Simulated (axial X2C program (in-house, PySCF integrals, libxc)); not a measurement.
**Curves of PdI from open-shell CI on d9 s0 p(π)0**

Computed with an axial X2C code built on PySCF integrals: two-component X2C with atomic mean-field Coulomb and Gaunt terms, basis Pd dyall-v3z, I dyall-v3z (cores contracted in-house). Orbitals come from Hartree–Fock averaged over the configuration Pd d9 s0 p(π)0; CI then distributes these electrons over the d, s, p(π) shells of Pd. The speed of light was multiplied by 100, so these are model numbers.

Scan along the bond; masses Pd 105.903 u, I 126.904 u. Energies in cm⁻¹ from the lowest point; levels are followed by energy order within each Ω. Lowest level at 2.750 Å: 100% d9.

| R (Å) | (1)Ω=1/2 | (1)Ω=3/2 | (2)Ω=1/2 | (1)Ω=5/2 | (2)Ω=3/2 |
| --- | --- | --- | --- | --- | --- |
| 2.558 | 940 | 2823 | 2823 | 3541 | 3541 |
| 2.654 | 140 | 1900 | 1900 | 2633 | 2633 |
| 2.750 | 0 | 1617 | 1617 | 2371 | 2371 |
| 2.860 | 406 | 1855 | 1855 | 2626 | 2626 |
| 2.970 | 1221 | 2505 | 2505 | 3284 | 3285 |
| 3.094 | 2446 | 3558 | 3559 | 4334 | 4334 |
| 3.245 | 4178 | 5108 | 5108 | 5863 | 5864 |

Problem. Fit the curves (1)Ω=1/2, (1)Ω=3/2, (2)Ω=1/2, (1)Ω=5/2, (2)Ω=3/2 near their minima.

Solution. From the open-shell CI curves, Te from the lowest:

```tsv
level	Te (cm⁻¹)	Re (Å)	ωe (cm⁻¹)
(1)Ω=1/2	0	2.726	179.2
(1)Ω=3/2	1632	2.755	169.0
(2)Ω=1/2	1632	2.755	169.0
(1)Ω=5/2	2386	2.751	169.4
(2)Ω=3/2	2386	2.751	169.4
```

Without dynamic correlation distances can be off by several hundredths of an Å (long for ionic bonds, short for multiple bonds) and the wavenumbers are rough.

There is no dynamic correlation: spin–orbit spacings and, for f shells, spacings inside one term are the most reliable numbers, splittings between terms come out too wide, and energies between configurations are not reliable, so the lowest level need not be the ground state of the molecule. For d shells the ligand-field splittings (σ, π, δ) and their order can be off by a thousand cm⁻¹ or more. At most 4 roots were kept for each Ω > 0 (twice that for Ω = 0) within 3.2 eV of the lowest, so higher up levels can be missing between those listed; levels with Ω > 0 are doubly degenerate and listed once, Ω = 0 levels singly. States that fill the shells left empty in the average are placed too high.
